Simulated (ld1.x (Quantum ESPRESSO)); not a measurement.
## Which change was made? (F, ultrasoft)

fluorine, ultrasoft, made with ld1.x (Quantum ESPRESSO) 7.5 (PBE, non-relativistic). Core [He], reference 2s2 2p4 (charge +1). Waves: 2s (bound): rcut 0.55, rcutus 0.70 bohr; 2s channel at -2.75 Ry: rcut 0.55, rcutus 0.70 bohr; 2p (bound): rcut 1.05, rcutus 1.35 bohr; 2p channel at -1.65 Ry: rcut 1.05, rcutus 1.35 bohr. Local part: all-electron potential smoothed inside 1.05 bohr (lloc = -1). Core correction: Bessel-smoothed model core, default radius (core density twice the valence density). Augmentation charge: PSQ, inside the norm-conserving radii.

Cutoffs, loose and tight: the cutoffs (Ry, on a coarse ladder) from which the occupation-weighted sum of valence levels, in a spherical-Bessel basis at the reference potential, stays within 10 and 1 mRy of its value at 400 Ry. They do not see the model core or the augmentation charge, which bear on the density cutoff. Test errors are all-electron minus pseudo excitation energies from the reference, over the configurations 2s2 2p5; 2s2 2p3; 2s2 2p2; 2s2 2p4.5; 2s1 2p6; 2s2 2p5.3; 2s2 2p1; variants that change the core or the reference have their own tests. The largest error is taken over the tests solved by every variant that gives reliable tests at all, those not shown here included: 2s1 2p6; 2s2 2p2; 2s2 2p3; 2s2 2p4.5; 2s2 2p5; 2s2 2p5.3.

The base gives: outcome: generated; cutoff, loose: 70 Ry; cutoff, tight: 110 Ry; bound ghosts: s; largest test error (meV): +74.

Question: After one change the result is: outcome: generated; cutoff, loose: 35 Ry; cutoff, tight: 55 Ry; bound ghosts: none; largest test error (meV): +202. Which change was it?
A. all radii but the core radius scaled by about 0.74 (s 0.52, p 1.00 bohr, rcut 0.42/0.78); local potential all-electron potential smoothed inside 0.78 bohr (lloc = -1)
B. all radii but the core radius scaled by about 1.08 (s 0.76, p 1.46 bohr, rcut 0.60/1.14); local potential all-electron potential smoothed inside 1.14 bohr (lloc = -1)
C. all radii but the core radius scaled by about 1.32 (s 0.92, p 1.78 bohr, rcut 0.72/1.38); local potential all-electron potential smoothed inside 1.38 bohr (lloc = -1)
D. all radii but the core radius scaled by about 1.21 (s 0.84, p 1.64 bohr, rcut 0.66/1.28); local potential all-electron potential smoothed inside 1.28 bohr (lloc = -1)

Answer: C. The others give: all radii but the core radius scaled by about 1.08 (s 0.76, p 1.46 bohr, rcut 0.60/1.14); local potential all-electron potential smoothed inside 1.14 bohr (lloc = -1) → outcome: generated; cutoff, loose: 35 Ry; cutoff, tight: 100 Ry; bound ghosts: s; largest test error (meV): -80 | all radii but the core radius scaled by about 0.74 (s 0.52, p 1.00 bohr, rcut 0.42/0.78); local potential all-electron potential smoothed inside 0.78 bohr (lloc = -1) → outcome: failed: chargeps: negative rho | all radii but the core radius scaled by about 1.21 (s 0.84, p 1.64 bohr, rcut 0.66/1.28); local potential all-electron potential smoothed inside 1.28 bohr (lloc = -1) → outcome: generated; cutoff, loose: 30 Ry; cutoff, tight: 70 Ry; bound ghosts: none; largest test error (meV): +95.
